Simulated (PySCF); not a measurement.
# Frontier orbitals and the lowest excitations

Compound: butyl(isobutyl)(tert-butyl)phosphan, C₁₂H₂₇P.
Geometry (PBE0-D3(BJ)/def2-SVP, Å), atoms numbered from 1 in this order:
```xyz
40
C12H27P angstrom
C      4.7730    1.2346    0.2574
C      3.4791    1.1157   -0.5315
C      2.3298    0.5320    0.2799
C      1.0291    0.4248   -0.5069
P     -0.4056   -0.2379    0.4807
C     -1.7985    0.4837   -0.5234
C     -2.1467    1.9235   -0.1294
C     -2.7548    1.9933    1.2668
C     -3.0697    2.5549   -1.1664
C     -0.4825   -2.0624   -0.0289
C      0.8382   -2.7115    0.3897
C     -0.7174   -2.2907   -1.5194
C     -1.6232   -2.6862    0.7792
H      5.1083    0.2510    0.6242
H      4.6455    1.8856    1.1373
H      5.5858    1.6561   -0.3535
H      3.1831    2.1085   -0.9152
H      3.6449    0.4890   -1.4262
H      2.6247   -0.4605    0.6621
H      2.1568    1.1509    1.1779
H      0.7261    1.4320   -0.8423
H      1.1745   -0.1677   -1.4280
H     -1.5479    0.4349   -1.5970
H     -2.6885   -0.1533   -0.3772
H     -1.2083    2.5110   -0.1184
H     -3.7200    1.4596    1.2959
H     -2.0924    1.5293    2.0132
H     -2.9405    3.0352    1.5702
H     -3.3157    3.5958   -0.9035
H     -4.0180    1.9959   -1.2365
H     -2.6104    2.5582   -2.1674
H      1.6822   -2.3506   -0.2178
H      0.7806   -3.8050    0.2551
H      1.0691   -2.5133    1.4486
H     -1.7001   -1.9186   -1.8447
H      0.0523   -1.8055   -2.1399
H     -0.6843   -3.3704   -1.7456
H     -2.5980   -2.2364    0.5324
H     -1.4596   -2.5625    1.8608
H     -1.6957   -3.7661    0.5649
```

Computed, not measured: TDDFT CAM-B3LYP/def2-SVPD, vertical, gas phase, core orbitals frozen in the response in PySCF.

Frontier orbitals with the atoms that hold most of them (Löwdin shares over 4%, at most four atoms; ? is withheld):

```csv
orbital,ε (eV),atoms
LUMO+2,1.57,"C13 8%, H25 8%, C11 7%, H21 6%"
LUMO+1,1.47,"C1 11%, C9 7%, C2 6%, C3 4%"
LUMO,1.24,?
HOMO,-7.44,?
HOMO-1,-9.31,"C10 22%, P5 20%, C4 8%, C6 7%"
HOMO-2,-9.63,"P5 17%, C6 16%, C4 14%, C3 9%"
HOMO-3,-10.41,"C3 17%, C2 17%, H20 7%, H18 7%"
```

(1) Give the leading atoms of the LUMO.

(2) Which atoms hold the HOMO, and with what shares?

(3) The HOMO–LUMO gap is 8.68 eV. Where does the response calculation put the lowest singlet, and from which orbitals?

## Answers

(1) C12 (bonded to C and 3 H) 8%; C9 (bonded to C and 3 H) 5%; C11 (bonded to C and 3 H) 5%; C2 (bonded to 2 C and 2 H) 5%.

(2) P5 (bonded to 3 C) 56%; C4 (bonded to C, P and 2 H) 9%; C6 (bonded to C, P and 2 H) 9%; C10 (bonded to 3 C and P) 8%. By element: phosphorus 56%, carbon 26% or more.

(3) S1 is at 6.25 eV (f = 0.098), 2.43 eV below the gap, made of HOMO→LUMO (47%), HOMO→LUMO+6 (15%), HOMO→LUMO+2 (10%). 

Next come S2 at 6.41 eV (f 0.098), HOMO→LUMO+1 (50%), HOMO→LUMO (11%), HOMO→LUMO+4 (9%); S3 at 6.56 eV (f 0.043), HOMO→LUMO (31%), HOMO→LUMO+2 (26%), HOMO→LUMO+6 (16%); S4 at 6.80 eV (f 0.054), HOMO→LUMO+2 (34%), HOMO→LUMO+3 (24%), HOMO→LUMO+6 (15%); S5 at 6.91 eV (f 0.046), HOMO→LUMO+3 (40%), HOMO→LUMO+4 (19%), HOMO→LUMO+2 (14%).

One conformer stands for the species.
